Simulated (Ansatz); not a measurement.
H5O2Si2 (`O[SiH][SiH2]O`) radical at its PBE0-D4/def2-TZVP geometry, where that method's forces vanish. The species carries charge 0 and has multiplicity 2.

```xyz
9

O     1.6544   -0.5748   -1.5043
Si    0.2110    0.1750   -1.1797
Si   -0.3046   -0.0912    1.0941
O    -1.9295    0.1168    1.3167
H     2.1375   -0.2773   -2.2772
H     0.2603    1.5902   -1.6725
H     0.3312    0.9065    1.9923
H     0.1516   -1.4561    1.4829
H    -2.5119   -0.3890    0.7477
```

Task: What forces (eV/Å) does ωB97M-V/def2-TZVPP give on these atoms in the Gaussian-basis code of Ansatz? (Estimate.)

Result: Computed: 
```
O1   0.112 -0.010 -0.058
Si2 -0.164  0.148  0.023
Si3  0.266 -0.029  0.091
O4  -0.106 -0.031 -0.039
H5   0.004 -0.025  0.037
H6   0.013 -0.127  0.054
H7  -0.072 -0.114 -0.097
H8  -0.055  0.157 -0.047
H9   0.002  0.031  0.035
```
